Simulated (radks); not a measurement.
All-electron atom: the niobium ion Nb11+ in [Ar] 3d10 4s2 (the NIST ground configuration). Method: scalar-relativistic Kohn-Sham, PBE, spin-polarised, spherical densities, finite nucleus; Fermi nuclear charge, rms radius 4.324 fm; computed with a radial shooting solver on a logarithmic mesh with Libxc functionals.

Unscreened Slater integrals over Kohn-Sham orbitals (eV). They are taken over the spin-up orbitals.

integral,value
"F0(4s,4s)",23.875
"F0(4s,3d)",30.064
"G2(4s,3d)",2.7980
"F0(4s,3p)",29.896
"G1(4s,3p)",2.6869
"F0(4s,3s)",29.897
"G0(4s,3s)",2.0083
"F0(3d,3d)",58.249
"F2(3d,3d)",28.736
"F4(3d,3d)",18.266
"F0(3d,3p)",56.428
"F2(3d,3p)",27.323
"G1(3d,3p)",31.993
"G3(3d,3p)",20.316
"F0(3d,3s)",56.444
"G2(3d,3s)",24.366
"F0(3p,3p)",55.474
"F2(3p,3p)",27.956
"F0(3p,3s)",55.466
"G1(3p,3s)",36.608
"F0(3s,3s)",55.538
